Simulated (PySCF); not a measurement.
# Static response to an electric field

C7H7 (charge +1).
Structure used (PBE0-D3(BJ)/def2-SVP), in Å, numbered top down from 1:
```xyz
14
C7H7 angstrom
C      2.283   -0.105    0.061
C      0.916   -0.045   -0.006
C      0.143   -1.254   -0.122
C     -1.228   -1.184   -0.189
C     -1.856    0.075   -0.143
C     -1.129    1.275   -0.029
C      0.243    1.227    0.039
H      2.890    0.803    0.148
H      2.813   -1.063    0.028
H      0.659   -2.216   -0.155
H     -1.830   -2.091   -0.277
H     -2.948    0.122   -0.197
H     -1.657    2.231    0.003
H      0.835    2.142    0.126
```

Level: wB97X-D/def2-SVPD (PySCF), static field, nuclei fixed, core orbitals frozen in the response. The polarisability tensor in these axes (au):

```
x   114.42  -1.66   3.65
y    -1.66  78.83   2.22
z     3.65   2.22  42.37
```

Problem. What are the eigenvalues, a third of the trace, and Δα (Δα² = ½Σ(αi − αj)² over the three pairs)?

Solution. Principal values 42.04, 78.91 and 114.67 au; mean 78.54 au = 11.64 Å³ = 12.95 × 10⁻⁴⁰ C²·m²/J; Δα = 62.90 au (80 % of the mean).

Problem. What depolarisation ratio follows for Rayleigh scattering of linearly polarised light, taking the static tensor?

Solution. ρ = 3Δα²/(45ᾱ² + 4Δα²) = 11870.6/(277590 + 15827.4) = 0.0405.

Problem. What are the principal values of the traceless quadrupole moment, Θ = ½Σq(3rr − r²1), about the centre of nuclear charge?

Solution. -20.96, 1.76, 19.20 D·Å. The values depend on the origin, since the species is charged. The electronic extent ⟨r²⟩ about the same centre is 648 bohr², a root-mean-square distance of 1.94 Å for the 48 electrons.

Problem. Form Σ f/ω² (atomic units) for the 10 lowest TDDFT singlets, given as eV and f, and set it beside the mean polarisability, which is this sum over all singlets: 3.28, 0.0338; 4.81, 0.3839; 4.85, 0.0003; 5.36, 0.0002; 6.49, 0.0000; 6.74, 0.1653; 6.91, 0.0007; 6.99, 0.0041; 7.31, 0.3443; 7.34, 0.0000.

Solution. They add up to 22.18 au, 28.2 % of the 78.54 au; the largest single term is 12.29 au, from the state at 4.81 eV. Terms in order: 2.33, 12.29, 0.01, 0.00, 0.00, 2.70, 0.01, 0.06, 4.78, 0.00 au. Higher excitations give the rest. The strengths listed sum to 0.933.

Problem. Give the principal axes and the span of the nuclei along them.

Solution. Largest value along (1.00, -0.04, 0.05), where the nuclei span 5.81 Å; middle along (0.04, 1.00, 0.06), 4.37 Å; least along (-0.05, -0.06, 1.00), 0.00 Å. The response follows the extents in order.

Geometry: PBE0-D3(BJ)/def2-SVP; no solvent, vibrations or thermal averaging.
